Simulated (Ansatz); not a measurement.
Reaction (ligand exchange at the In–C bond): `[Cl][In]([Cl])[CH]1BO1` + CH₃NH₂ → `C[NH][In]([Cl])[Cl]` + `B1CO1`

Isolated molecules relaxed with PBE0-D4/def2-TZVP in Ansatz; ΔE leaves out vibrations. CCSD(T)/CBS is the MP2 limit (def2-TZVPP, def2-QZVPP) plus CCSD(T) − MP2 in def2-TZVPP, frozen cores. def2 core potentials past Kr. For In outer-core shells are correlated without core-valence functions, which leaves a few kJ/mol of doubt a bond. One conformer a species, not always the lowest.

| species | CCSD(T)/CBS(def2) energy (Eh) |
| --- | --- |
| `[Cl][In]([Cl])[CH]1BO1` | -1248.67600 |
| CH₃NH₂ | -95.75281 |
| `C[NH][In]([Cl])[Cl]` | -1204.63611 |
| `B1CO1` | -139.80191 |

Problem. Work out ΔE.

Solution. ΔE = (-1204.63611) + (-139.80191) − (-1248.67600) − (-95.75281) = -0.00921 Eh = -0.25 eV.

Largest T1 diagnostic among the species: 0.016.

In def2-TZVPP, CCSD(T) changes the Hartree–Fock value by +0.05 eV (the triples alone add +0.01 eV) and MP2 by +0.04 eV. From BLYP to BHLYP (50 % exact exchange), in def2-TZVPP and without D4, ΔE moves by −0.06 eV.
